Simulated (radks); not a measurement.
Question: I II, 52 electrons, occupied as [Kr] 4d10 5s2 5p4 (the NIST ground configuration). All-electron calculation, scalar-relativistic Kohn-Sham, r2SCAN, spin-unpolarised, spherical densities, finite nucleus; meta-GGA in the generalised Kohn-Sham scheme; Fermi nuclear charge, rms radius 4.75 fm; hard spherical wall at 1.5 bohr. Program: a radial shooting solver on a logarithmic mesh with Libxc functionals. Some entries of the table are withheld. Estimate them.

orbital  occ.  eigenvalue (eV)  <r^2> (bohr^2)  <r> (bohr)
1s          2        -32868.96        0.001005     0.02723
2s          2        -4962.875         0.01622      0.1172
2p          6        -4433.348         0.01286      0.1026
3s          2              (1)          0.1141      0.3157
3p          6        -729.4159          0.1151      0.3147
3d         10        -470.1001          0.1020      0.2930
4s          2         -84.8040          0.6123      0.7427
4p          6         -30.5697             (2)      0.7734
4d         10          53.4514          0.7267      0.8098
4f          0         148.6905          0.7604         (3)
5s          2         208.7357          0.9638      0.9194
5p          4         251.2632          0.9404         (4)
5d          0         314.5484          0.8859      0.8645
6s          0         659.5412          0.9004      0.8706

Answer: 
(1) 3s eigenvalue (eV): -901.6317
(2) 4p <r^2> (bohr^2): 0.6633
(3) 4f <r> (bohr): 0.8360
(4) 5p <r> (bohr): 0.9020
